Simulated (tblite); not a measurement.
Compound: C2H7BN2O.
Numbering: `[CH3:1][N:2]([BH:3][NH2:4])[CH:5]=[O:6]` (hydrogens: H7, H8, H9 on C1; H10 on B3; H11, H12 on N4; H13 on C5)

Computed with GFN2-xTB (tblite), gas phase: L-BFGS steps from a force-field or distance-geometry start until the largest atomic force falls under 0.01 eV/Å.

Geometry at step 9:
```
atom  x, y, z in Å
C1     -1.1086   -0.9596    0.0419
N2     -0.3484    0.2814    0.1041
B3      1.0447    0.3873   -0.1640
N4      1.8764   -0.7904   -0.1928
C5     -1.1169    1.4001    0.2487
O6     -2.3219    1.4100    0.3407
H7     -0.5926   -1.7356    0.6055
H8     -1.2242   -1.2322   -1.0126
H9     -2.0975   -0.7412    0.4612
H10     1.4422    1.4723   -0.4476
H11     2.3442   -1.0718    0.6571
H12     2.5734   -0.7174   -0.9216
H13    -0.4752    2.2975    0.2616
```

Problem. Give the atomic forces at this geometry.

Solution. 
```json
{"atom": "C1", "Fx (eV/Å)": "0.045", "Fy (eV/Å)": "0.143", "Fz (eV/Å)": "0.057"}
{"atom": "N2", "Fx (eV/Å)": "-0.109", "Fy (eV/Å)": "0.095", "Fz (eV/Å)": "0.075"}
{"atom": "B3", "Fx (eV/Å)": "0.056", "Fy (eV/Å)": "0.039", "Fz (eV/Å)": "-0.012"}
{"atom": "N4", "Fx (eV/Å)": "0.089", "Fy (eV/Å)": "0.300", "Fz (eV/Å)": "-0.119"}
{"atom": "C5", "Fx (eV/Å)": "-0.128", "Fy (eV/Å)": "-0.045", "Fz (eV/Å)": "-0.146"}
{"atom": "O6", "Fx (eV/Å)": "0.392", "Fy (eV/Å)": "0.228", "Fz (eV/Å)": "0.072"}
{"atom": "H7", "Fx (eV/Å)": "-0.107", "Fy (eV/Å)": "0.004", "Fz (eV/Å)": "-0.172"}
{"atom": "H8", "Fx (eV/Å)": "0.038", "Fy (eV/Å)": "-0.205", "Fz (eV/Å)": "0.241"}
{"atom": "H9", "Fx (eV/Å)": "0.153", "Fy (eV/Å)": "-0.249", "Fz (eV/Å)": "-0.026"}
{"atom": "H10", "Fx (eV/Å)": "0.003", "Fy (eV/Å)": "-0.227", "Fz (eV/Å)": "-0.049"}
{"atom": "H11", "Fx (eV/Å)": "-0.372", "Fy (eV/Å)": "-0.228", "Fz (eV/Å)": "-0.118"}
{"atom": "H12", "Fx (eV/Å)": "0.253", "Fy (eV/Å)": "0.001", "Fz (eV/Å)": "0.124"}
{"atom": "H13", "Fx (eV/Å)": "-0.314", "Fy (eV/Å)": "0.144", "Fz (eV/Å)": "0.072"}
```

The largest, 0.46 eV/Å, acts on O6 (H11 within 3 % of it); the rms over all components is 0.169 eV/Å. The forces sum to zero within rounding, as they must for an isolated molecule in no field.

Problem. Give the force on O6 in Eh/bohr and in nN.

Solution. 0.459 eV/Å ÷ 51.422 = 0.00893 Eh/bohr, and 0.459 eV/Å × 1.602 = 0.74 nN.

Problem. How far is this geometry from the end of the optimisation?

Solution. 0.769 eV above it, and 0.459 Å rms away after alignment. The bonds farthest from their final lengths, with half the difference of the two atoms' forces along the bond (positive lengthens):

| bond | now (Å) | final (Å) | force along bond (eV/Å) |
| --- | --- | --- | --- |
| B3–N4 | 1.442 | 1.386 | -0.10 |
| B3–H10 | 1.190 | 1.169 | -0.13 |
| N2–B3 | 1.423 | 1.440 | +0.09 |
| N2–C5 | 1.365 | 1.357 | -0.06 |
| N4–H12 | 1.011 | 1.004 | -0.04 |
| C1–H9 | 1.096 | 1.090 | -0.10 |

The angle farthest from its final value is B3–N4–H12, 110.7° against 122.7°.

Of the 3 listed bonds off by 0.010 Å or more, this force points towards the final length in 3.

The cost below is that of the whole relaxation. The run took 0.65 s wall on Arm Neoverse N1, one thread, on a shared host.
